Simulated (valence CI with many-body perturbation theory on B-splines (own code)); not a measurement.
Results of a calculation; reference values are marked as such.
**Basis-set convergence for V10+**

Level of theory: relativistic CI+MBPT: three valence electrons over a frozen Dirac-Fock core [Ne], radial functions for each j: 9 s, 9 p, 8 d, 6 f, 3 g, 1 h, with the one-electron correlation potential Σ1 (screened to all orders), the two-electron term Σ2, the three-electron term Σ3, Breit, model QED; selected single and double excitations, second order for the rest, scaled by the run's own slope (own B-spline code, finite nucleus).

No measured levels were compared; by estimate levels of excited configurations hold to 0.05 to 0.15 % of their energy, terms of the ground configuration to about 0.5 %.

The reference run has the lowest level 3s2 3p 2P°_1/2 and an ionisation energy of 255.964 eV. Its largest variational space holds 8654 state functions.

Names give the largest LS component (configuration and term), which can be under half, so a name can repeat, a term be missing and a line seem to break the LS rules; names also repeat where a configuration has a term twice.

Changed runs:
A. basis 6 s, 6 p, 5 d, 3 f, 1 g
B. basis 5 s, 5 p, 4 d, 2 f

Excitation energies of the reference run in cm⁻¹, and shifts in cm⁻¹:

| Level | Reference | A | B |
| --- | --- | --- | --- |
| 3s2 3p 2P°_3/2 | 9704 | -1.6 | -2.8 |
| 3s 3p2 4P_1/2 | 176017 | -95 | -287 |
| 3s 3p2 4P_3/2 | 179749 | -97 | -291 |
| 3s 3p2 4P_5/2 | 184906 | -96 | -288 |
| 3s 3p2 2D_3/2 | 233001 | +29 | +96 |
| 3s 3p2 2D_5/2 | 233803 | +28 | +95 |
| 3s 3p2 2S_1/2 | 289194 | +170 | +531 |
| 3s 3p2 2P_1/2 | 307104 | +114 | +378 |
| 3s 3p2 2P_3/2 | 312203 | +107 | +359 |
| 3s2 3d 2D_3/2 | 376934 | +268 | +898 |
| 3s2 3d 2D_5/2 | 377724 | +268 | +896 |
| 3p3 2D°_3/2 | 453021 | -39 | -170 |
| Ionisation energy (eV) | 255.964 | -0.013 | -0.038 |
